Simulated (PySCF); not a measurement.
A structure optimised at ωB97X-D3(BJ)/def2-SVP, used in a PySCF frequency run:

```xyz
8

C      2.6589     0.7465     0.0000
C      1.4834     0.4621     0.0000
C      0.0988     0.1081     0.0000
Br    -0.2904    -1.7419     0.0000
C     -0.9191     0.9805     0.0000
Cl    -0.6771     2.6779     0.0000
H      3.7036     1.0060     0.0000
H     -1.9611     0.6550     0.0000
```
Charge 0, spin multiplicity 1.

**Question.** Write its SMILES, formula and point group.

**Answer.** C#C/C(Br)=C\Cl, C4H2BrCl, Cs

**Question.** What are its rotational constants (standard atomic weights)?

**Answer.** 3.1174, 0.97618, 0.74339 GHz
